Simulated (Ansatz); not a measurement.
Zn₁₂S₁₂, relaxed as a singlet with RKS PBE-D4/def2-SVP in Ansatz, starting from the GFN1-xTB geometry. Force threshold 0.03 eV/Å.

Single mean-field runs in def2-SVP are fitted with def2-universal-jkfit. Another isomer (singlet) lies 2.45 eV lower at PBE0-D4/def2-TZVP; other spin states weren't run for this one.

Start:

```xyz
24

S    -2.6242    0.7341    3.6728
S    -4.1648    1.2986   -1.4773
S    -0.2777    2.4636   -3.2532
S     1.4700    1.4527    3.3769
S     3.0972    2.6874   -0.6170
S    -0.5773    2.0772    0.3199
S    -2.0929   -1.7965    0.8242
S    -1.0771   -1.0490   -2.2362
S     1.9658   -0.8358    0.4581
S     0.2191   -2.4879    3.8280
S     2.5590   -0.7663   -3.0933
S     0.8007   -4.3792   -1.2139
Zn   -2.1136    2.0872   -1.7001
Zn   -0.9045    1.7397    2.7977
Zn   -1.6160   -1.2648    3.3110
Zn    0.9284    2.9025   -1.4023
Zn   -3.1901   -0.5828   -0.8932
Zn    0.4234    0.2048   -3.4135
Zn    2.0854    1.9294    1.3318
Zn    1.4811   -0.9650    2.9223
Zn    3.0577    0.4653   -1.2723
Zn   -0.3615   -0.3215   -0.0140
Zn   -0.9554   -3.1313   -0.7752
Zn    1.8671   -2.4624   -1.4814
```

```tsv
step	energy (eV)	largest force component (eV/Å)	SCF passes
1	-710825.9529	0.872	22
2	-710826.7556	0.334	25
3	-710827.0027	0.283	25
4	-710827.0971	0.159	24
5	-710827.1222	0.105	19
6	-710827.1541	0.173	24
7	-710827.1800	0.103	20
8 (rejected)	-710827.1771	0.234	21
9	-710827.1906	0.029	21
10	-710827.1950	0.053	19
11	-710827.2085	0.100	21
12	-710827.2575	0.179	20
13	-710827.3682	0.337	20
14	-710827.5336	0.420	20
15	-710827.6802	0.340	20
16	-710827.7922	0.152	21
17	-710827.8252	0.091	20
18	-710827.8350	0.123	20
19	-710827.8405	0.050	19
20	-710827.8418	0.041	20
21	-710827.8433	0.019	19
22	-710827.8445	0.020	20
23	-710827.8453	0.025	20
```

Force components are those of the run's own axes.

End:

```xyz
24

S    -2.781    0.593    3.011
S    -3.988    1.326   -1.199
S    -0.286    2.431   -3.349
S     1.426    1.649    3.476
S     2.968    2.582   -0.545
S    -0.645    1.972    0.356
S    -2.091   -1.827    0.694
S    -0.842   -1.009   -2.353
S     1.847   -0.882    0.641
S     0.206   -2.352    3.984
S     2.809   -0.664   -3.172
S     0.938   -4.273   -1.391
Zn   -1.981    1.237   -2.114
Zn   -0.748    1.534    2.765
Zn   -1.501   -1.409    2.936
Zn    0.835    2.663   -1.388
Zn   -3.122    0.536    0.672
Zn    0.756    0.386   -3.321
Zn    1.723    1.576    1.182
Zn    1.276   -0.653    3.100
Zn    2.845    0.344   -1.115
Zn   -0.345   -0.367   -0.100
Zn   -0.736   -3.122   -0.583
Zn    1.435   -2.271   -2.186
```

Bonds lost: S6–Zn13, S8–Zn17, S9–Zn24 (atoms count from 1). Bonds formed: S1–Zn17, S8–Zn13, S8–Zn24, S9–Zn19 (atoms count from 1).

The force fell under the threshold at step 9, but the optimiser went on and released 0.655 eV more. No frequencies were taken in this run, so the end may be a saddle point.

It took 2.3 min on 4 threads of AMD EPYC 7R13 on a shared host and a share (37 GiB) of an NVIDIA H100 80GB HBM3, peak host memory 1.4 GiB.
